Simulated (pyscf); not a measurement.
**Cl–Ge:–SeH (SMILES [Cl][Ge][SeH]), singlet**

Gas-phase minimum from PySCF at ωB97X-D3(BJ)/def2-SVP, one conformer. Other isomers of Cl–Ge:–SeH [singlet] were not searched in full and may lie lower. 

```
Ge
Cl 1 2.1911
Se 1 2.3358 2 94.91
H 3 1.4697 1 92.56 2 -179.97
```

Properties at ωB97X-D3(BJ)/def2-SVP:

```json
{
  "harmonic_wavenumbers_unscaled": "123, 310, 357, 412, 659, 2481 cm⁻¹",
  "zero_point_energy": "6.2 kcal/mol",
  "rotational_symmetry_number": "1",
  "Entropy of this conformer at 298 K and 1 atm, rigid rotor and harmonic oscillator, modes under 100 cm⁻¹ raised to 100": "318.8 J/(mol K)",
  "dipole_moment": "2.36 D"
}
```

Single-point totals, which compare only within one level (frozen core for MP2 and CC):

| level | total energy (hartree) |
|---|---|
| ωB97X-D3(BJ)/def2-TZVP | -4939.33211 |
| PBE/def2-TZVP | -4938.58907 |
| r²SCAN/def2-TZVP | -4939.39600 |
| B3LYP-D3(BJ)/def2-TZVP | -4939.55449 |
| PBE0-D3(BJ)/def2-TZVP | -4938.75422 |
| M06-2X/def2-TZVP | -4939.45716 |
| ωB97M-D3(BJ)/def2-TZVP | -4939.52770 |
| HF/def2-TZVPP | -4935.37972 |
| MP2/def2-TZVPP | -4936.06805 |
| CCSD/def2-TZVPP | -4936.08913 |
| CCSD(T)/def2-TZVPP | -4936.11975 |

Soft torsions are taken as harmonic, which can shift the entropy by several J/(mol K). The CCSD(T) − MP2 part came from Ansatz, without density fitting, on the same reference. The frozen core leaves the outer d or s,p core shells of the metals and heavy elements correlated in the MP2 and CC values, and def2-TZVPP describes them poorly, so these totals are far from the basis limit. Elements up to Kr have no core potential and no relativistic terms here.
